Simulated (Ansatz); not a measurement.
Ansatz (an electronic-structure program) input:

Ansatz 0.2 input:
```yaml
crystal:
  periodic: [false, false, false]
  atoms:
    - {symbol: In, position_ang: [1.27230024, 0.09623716, -0.01291299]}
    - {symbol: I, position_ang: [-0.74208703, 1.79321673, -1.46642343]}
    - {symbol: I, position_ang: [-0.43419054, -1.88219071, 1.47836185]}
basis:
  gaussian:
    orbitals: def2-TZVPP
hamiltonian:
  xc: pbe
total_charge: -1
magnetization: {spin_polarized: false}
correlation: {method: rpa, electrons: outside_noble_gas}
```

Problem. Which total energy does the run end on?

Solution. -783.28372 Eh (RPA@PBE/def2-TZVPP). The basis has 150 functions.
